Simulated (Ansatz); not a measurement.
Molecule: sum formula SiN3H5F, charge -1, multiplicity 1. It need not be the lowest isomer of its formula. Whether it binds its extra electron was not tested at this geometry. SMILES: N[Si](N)(F)[NH-]
Geometry from a B3LYP-D3(BJ)/def2-TZVP (Ansatz, a quantum-chemistry and plane-wave program) optimisation:
```
Si
N 1 1.6374
H 2 1.0146 1 116.31
F 1 1.6471 2 108.40 3 173.80
N 1 1.7667 2 117.25 3 -65.68
H 5 1.0104 1 113.19 2 -36.01
H 5 1.0129 6 109.59 1 131.67
N 1 1.7850 2 124.54 3 58.32
H 8 1.0137 1 111.05 2 -70.30
H 8 1.0139 9 107.03 1 -122.14
```
Charge -1, spin multiplicity 1.

Parts of the frozen-core correlation energy in cc-pwCVTZ (Ansatz, hartree). Frozen orbitals: 9; correlated occupied orbitals by spin: 16 and 16; virtual: 276 and 276. Spin-orbit coupling is left out. Non-relativistic.

| term | value |
|---|---|
| reference (HF) | -554.89603 |
| MP2 opposite-spin | [?] |
| MP2 same-spin | -0.26318 |
| CCSD correlation | [?] |
| (T) | [?] |
| T1 diagnostic | 0.012 |
| largest doubles amplitude | 0.021 |

Q: Fill in the missing entries.

A: 
- MP2 opposite-spin, value: -0.78585
- CCSD correlation, value: -1.06582
- (T), value: -0.04120
